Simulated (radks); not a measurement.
Results of a calculation; reference values are marked as such.
Ionisation of neutral hafnium, [Xe] 4f14 5d2 6s2, to Hf+, [Xe] 4f14 5d1 6s2, under several functionals. Dirac Kohn-Sham, spin-unpolarised, spherical densities, finite nucleus; open shells fill j = l - 1/2 first; a radial shooting solver on a logarithmic mesh with Libxc functionals.

| functional | E(Hf) (hartree) | Exc (hartree) | IE (eV) | -e(HOMO) (eV) | <r> HOMO (bohr) | IE error (eV) |
|---|---|---|---|---|---|---|
| PW91 | -15097.2033 | -311.2634 | 6.761 | 2.874 | 2.460 | -0.064 |
| PBE | -15095.6307 | -309.6696 | 6.697 | 2.821 | 2.463 | -0.129 |
| BP86 | -15097.5559 | -311.6145 | 6.848 | 2.957 | 2.456 | +0.023 |
| RPBE | -15096.1008 | -310.1431 | 6.629 | 2.771 | 2.470 | -0.196 |
| exchange-only PBE | -15091.3848 | -305.3600 | 5.839 | 2.084 | 2.541 | -0.986 |

NIST Atomic Spectra Database: 6.825 eV (measured). Closest: BP86. The Delta-SCF values span 1.01 eV, the total energies 6.17 hartree. The highest occupied level is 5d3/2. Spin polarisation and multiplet splitting are left out, so open shells lie too high by an amount that depends on their filling.

Beside tabulated values, note that spin-unpolarised runs miss the spin-polarisation part of the exchange energy of open shells.
